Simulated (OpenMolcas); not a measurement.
Ni3+ among 8 point charges of -1.6 e arranged as a cube (Oh).

- Program: OpenMolcas 26.06
- Method: CASSCF
- Basis: ANO-RCC-VTZP [6s5p3d2f1g]
- Scalar Hamiltonian: DKH2, point nucleus
- Active space: 7 electrons in 5 orbitals (3d)
- State averaging: 2S+1 = 4 even, 10 roots; 2S+1 = 2 even, 40 roots
- Spin-orbit coupling: state interaction with AMFI integrals over the reference wave functions

All point charges move together. At R = 1.61 Å the first state of the same spin is 5116 cm-1, and at R = 1.88 Å it is 2357 cm-1.

**Question.** A third run gives 3011 cm-1. What distance was it run at?

**Answer.** With a power law R^-n the two known points give n = -ln(2357 / 5116) / ln(1.88 / 1.61) = 5.00. Then R = 1.61 × (5116 / 3011)^(1/5.00) = 1.790 Å. The run was at 1.79 Å, so the estimate is off by 0 Å.

Without dynamic correlation the repulsion within the d shell is too large (B by tens of per cent), so at a given field states of lower spin stand too high. The ground term spreads over less than 5000 cm-1, several times less than with real ligands, so orbital moments are less quenched and χT lies further from the spin-only value than at real sites (holds for R = 1.88). This is an electrostatic model: the charges have no orbitals. No measured value stands beside these numbers.
